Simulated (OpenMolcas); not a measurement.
## OpenMolcas run: As3+

Input:

```
&GATEWAY
Coord
1

As 0.0 0.0 0.0
Basis=ANO-R1
Group=XYZ
NoMove
AngMom=0.0 0.0 0.0
AMFI
&SEWARD
&RASSCF
FileOrb=start.orb
Symmetry=1
Spin=3
nActEl=2 0 0
Inactive=8 6
Ras2=1 3
CIRoot=3 3 1
SDav=3
CIMx=300
Iter=120 100
PrWF=0.3
OrbListing=Nothing
MaxOrb=0
Atom
>>> COPY $Project.JobIph JOB001
&RASSCF
FileOrb=start.orb
Symmetry=1
Spin=1
nActEl=2 0 0
Inactive=8 6
Ras2=1 3
CIRoot=7 7 1
SDav=7
CIMx=300
Iter=120 100
PrWF=0.3
OrbListing=Nothing
MaxOrb=0
Atom
>>> COPY $Project.JobIph JOB002
&RASSCF
FileOrb=start.orb
Symmetry=2
Spin=3
nActEl=2 0 0
Inactive=8 6
Ras2=1 3
CIRoot=3 3 1
SDav=3
CIMx=300
Iter=120 100
PrWF=0.3
OrbListing=Nothing
MaxOrb=0
Atom
>>> COPY $Project.JobIph JOB003
&RASSCF
FileOrb=start.orb
Symmetry=2
Spin=1
nActEl=2 0 0
Inactive=8 6
Ras2=1 3
CIRoot=3 3 1
SDav=3
CIMx=300
Iter=120 100
PrWF=0.3
OrbListing=Nothing
MaxOrb=0
Atom
>>> COPY $Project.JobIph JOB004
&RASSI
NrOfJobIphs=4 3 7 3 3
1 2 3
1 2 3 4 5 6 7
1 2 3
1 2 3
IphNames
JOB001
JOB002
JOB003
JOB004
EJob
SpinOrbit
DIPRint=1.0
SOCoupling=1000.0
Subsets=2
MEES
Property=10
'ANGMOM' 1 'ANGMOM' 2 'ANGMOM' 3 'MLTPL  1' 1 'MLTPL  1' 2 'MLTPL  1' 3
'AMFI' 1 'AMFI' 2 'AMFI' 3 'MLTPL  2' 6
SOProperty=3
'ANGMOM' 1 'ANGMOM' 2 'ANGMOM' 3
```

Launched by
```bash
OMP_NUM_THREADS=1 MOLCAS_MEM=1689 MOLCAS_PROJECT=a pymolcas a.inp > a.log  # once for each step of the input, in one work folder
```

A driver script runs the steps one by one and writes start.orb anew before each from the orbitals found so far.

Output, cut to the results:

```
--- SEWARD ---
Basis set label: AS.ANO-R...5S4P3D1F.

      Electronic valence basis set:
      ------------------
      Associated Effective Charge  33.000000 au
      Associated Actual Charge     33.000000 au
      Nuclear Model: Finite nucleus - Gaussian distribution
        Gaussian exponent, Xi/bohr**(-2):  2.50420E+08

      Shell  nPrim  nBasis  Cartesian Spherical Contaminant
         s      21       5        X
         p      15       4        X
         d       9       3                 X
         f       6       1                 X
                  Relativistic X2C integrals
                  Atomic mean-field integrals
--- RASSCF ---
Wave function specifications:
      -----------------------------

      Number of closed shell electrons          28
      Number of electrons in active shells       2
      Max number of holes in RAS1 space          0
      Max nr of electrons in RAS3 space          0
      Number of inactive orbitals               14
      Number of active orbitals                  4
      Number of secondary orbitals              21
      Spin quantum number                      1.0
      State symmetry                             1
Orbital specifications:
      -----------------------

      Symmetry species                           1   2
                                                ag  au
      Frozen orbitals                            0   0
      Inactive orbitals                          8   6
      Active orbitals                            1   3
      RAS1 orbitals                              0   0
      RAS2 orbitals                              1   3
      RAS3 orbitals                              0   0
      Secondary orbitals                        11  10
      Deleted orbitals                           0   0
      Number of basis functions                 20  19
      Number of CSFs                             3
      Number of root(s) required                 3
      Iter CI   SX   CI       RASSCF       Energy    max ROT     max BLB   max BLB  Level Ln srch  Step   QN
          iter iter root      energy       change     param      element    value   shift minimum  type update
 Nr of preliminary CI iterations:   1
 ###############################################################################
 ###############################################################################
 ###                                                                         ###
 ###                                                                         ###
 ###    WARNING: Problems in orbital optimization.                           ###
 ###                                                                         ###
 ###                                                                         ###
 ###############################################################################
 ###############################################################################
  Warning: In symmetry  1, orbital p=   9 has diagonal density matrix element D(p,p) close to zero. D(p,p)=  0.000000E+00
      Total energies have been shifted. Add                -2000.00 au
        ...
 ###############################################################################
 ###############################################################################
  Warning: In symmetry  1, orbital p=   9 has diagonal density matrix element D(p,p) close to zero. D(p,p)=  0.000000E+00
        4   1    1    0  -256.27964444   -1.36E-12   0.00E+00    8  18 1  2.79E-08   0.50   0.00    SX    NO
      Convergence after  4 iterations
        5   1    1    0  -256.27964444    1.36E-12   0.00E+00    8  18 1  2.79E-08   0.50   0.00    SX    NO
      Natural orbitals and occupation numbers for root  1
      sym 1:   0.000000
      sym 2:   1.000000  -0.000000   1.000000
      Natural orbitals and occupation numbers for root  2
      sym 1:   0.000000
      sym 2:   1.000000   1.000000  -0.000000
      Natural orbitals and occupation numbers for root  3
      sym 1:   0.000000
      sym 2:   0.000000   1.000000   1.000000
::    RASSCF root number  1 Total energy:  -2256.27964444
::    RASSCF root number  2 Total energy:  -2256.27964444
::    RASSCF root number  3 Total energy:  -2256.27964444
--- RASSCF ---
Wave function specifications:
      -----------------------------

      Number of closed shell electrons          28
      Number of electrons in active shells       2
      Max number of holes in RAS1 space          0
...
--- RASSI ---
SPIN-FREE ENERGIES:
  (Shifted by EMIN (a.u.) =      -2257.0824365560)

 SF State       Relative EMIN(au)   Rel lowest level(eV)    D:o, cm**(-1)      L_eff

     4             0.0000000000        0.0000000000              0.0000         0.0
    11             0.3355628808        9.1311311598          73647.5396         1.0
    12             0.3355628808        9.1311311598          73647.5396         1.0
    13             0.3355628808        9.1311311598          73647.5396         1.0
    14             0.5432757922       14.7832874191         119235.2542         1.0
    15             0.5432757922       14.7832874191         119235.2542         1.0
    16             0.5432757922       14.7832874191         119235.2542         1.0
     2             0.8027921198       21.8450864468         176192.5046         1.0
     3             0.8027921198       21.8450864468         176192.5046         1.0
     1             0.8027921198       21.8450864468         176192.5046         1.0
     8             0.8587053855       23.3665639174         188464.0479         2.0
     9             0.8587053855       23.3665639174         188464.0479         2.0
     5             0.8587053855       23.3665639174         188464.0479         2.0
     6             0.8587053855       23.3665639174         188464.0479         2.0
     7             0.8587053855       23.3665639174         188464.0479         2.0
    10             0.9766774702       26.5767478802         214355.9277         0.0
     Dipole printing threshold changed to   1.00000000E+00

++ Dipole transition strengths (spin-free states):
   -----------------------------------------------
     for osc. strength at least  1.00000000E+00

  ( Max oscillator strength is only   0.70339309617082357      )
--
Eigenvalues of complex Hamiltonian:
   -----------------------------------
  (Shifted by EMIN (a.u.) =      -2257.0824365560)

...
```

Levels above the lowest, from the spin-orbit matrix, grouped by J:

```json
{"Configuration": "4s2", "Term": "1S", "J": "0", "E (cm-1)": "0.0", "Measured (cm-1)": "0.0", "Term weight %": "100"}
{"Configuration": "4s 4p", "Term": "3P*", "J": "0", "E (cm-1)": "71323", "Measured (cm-1)": "", "Term weight %": "100"}
{"Configuration": "4s 4p", "Term": "3P*", "J": "1", "E (cm-1)": "72437", "Measured (cm-1)": "76962", "Term weight %": "100"}
{"Configuration": "4s 4p", "Term": "3P*", "J": "2", "E (cm-1)": "74813", "Measured (cm-1)": "79492", "Term weight %": "100"}
{"Configuration": "4s 4p", "Term": "1P*", "J": "1", "E (cm-1)": "119287", "Measured (cm-1)": "112022", "Term weight %": "100"}
{"Configuration": "4p2", "Term": "3P", "J": "0", "E (cm-1)": "173699", "Measured (cm-1)": "", "Term weight %": "99"}
{"Configuration": "4p2", "Term": "3P", "J": "1", "E (cm-1)": "175064", "Measured (cm-1)": "181468", "Term weight %": "100"}
{"Configuration": "4p2", "Term": "3P", "J": "2", "E (cm-1)": "177105", "Measured (cm-1)": "184394", "Term weight %": "98"}
{"Configuration": "4p2", "Term": "1D", "J": "2", "E (cm-1)": "188686", "Measured (cm-1)": "", "Term weight %": "98"}
{"Configuration": "4p2", "Term": "1S", "J": "0", "E (cm-1)": "214595", "Measured (cm-1)": "211683", "Term weight %": "99"}
```

Against the 6 measured excited levels shown (Moore, Atomic Energy Levels, vol. II, NSRDS-NBS 35 (1971 reprint of NBS Circular 467, 1952)) the mean absolute deviation is 5500 cm-1; the largest miss in energy is 4p2 3P2: computed 177105, measured 184394 cm-1 (-4.0 %), and the largest in proportion 4s 4p 1P* 1 (+6.5 %).

The ¹D term of p² mixes with s d, which this space lacks. The basis is small and was not contracted for so high a charge. Computed and measured levels are paired by configuration, term and J; levels that our copy of the source lacks, or whose pairing is in doubt (as where it misses far off the trend of its configuration), stay unpaired and out of the deviations. Levels of configurations outside the active space are missing.

The term weight is that of the spin-free term in the level, not the purity of its configuration. * marks odd parity.
